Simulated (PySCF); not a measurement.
BrSn, charge +1, multiplicity 1. Atoms are numbered in the order given.

```xyz
2

Sn     0.0000     0.0000    -0.9977
Br     0.0000     0.0000     1.4252
```
Charge +1, spin multiplicity 1.

The structure is a stationary point at B3LYP-D3(BJ)/def2-TZVP. The multiplicity is an assumed one; other spin states were not compared. The def2 effective core potentials stand for the cores of Sn; spin–orbit coupling is left out.

These are TDDFT-CAM-B3LYP/def2-TZVPD in PySCF values and carry that method's errors.

Vertical excitations; the highest root listed may be one member of a degenerate set. The molecule is in vacuum. State labels are in the subgroup C2v.

Q: Give excitation energies, oscillator strengths and character. (An estimate is asked for; the answer gives what the named calculation found.)

A: 
```tsv
state	symmetry	energy (eV)	λ (nm)	f	main pairs
S1	A2	4.07	305	0.000	HOMO→LUMO 50 %, HOMO−1→LUMO+1 50 %
S2	A1	4.22	294	0.000	HOMO−1→LUMO, HOMO→LUMO+1 (degenerate set)
S3	A2	4.22	294	0.000	HOMO−1→LUMO+1, HOMO→LUMO (degenerate set)
S4	B1	4.29	289	0.023	HOMO−2→LUMO (degenerate set)
S5	B2	4.29	289	0.023	HOMO−2→LUMO+1 (degenerate set)
S6	A1	5.16	240	0.060	HOMO→LUMO+1 44 %, HOMO−1→LUMO 44 %, HOMO−2→LUMO+2 12 %
S7	B2	6.83	181	0.009	HOMO→LUMO+2 (degenerate set)
S8	B1	6.83	181	0.009	HOMO−1→LUMO+2 (degenerate set)
S9	A1	8.58	144	1.623	HOMO−2→LUMO+2 85 %
S10	B1	9.35	133	0.051	HOMO−1→LUMO+3 84 %
T1	B1	3.48	356	0	HOMO−2→LUMO (degenerate set)
T2	B2	3.48	356	0	HOMO−2→LUMO+1 (degenerate set)
T3	A1	3.72	333	0	HOMO→LUMO+1 49 %, HOMO−1→LUMO 49 %
T4	A1	3.88	320	0	HOMO−1→LUMO 49 %, HOMO→LUMO+1 49 %
```
Triplets are in the Tamm–Dancoff approximation, which puts them higher than full response would, so one can lie above its singlet here.
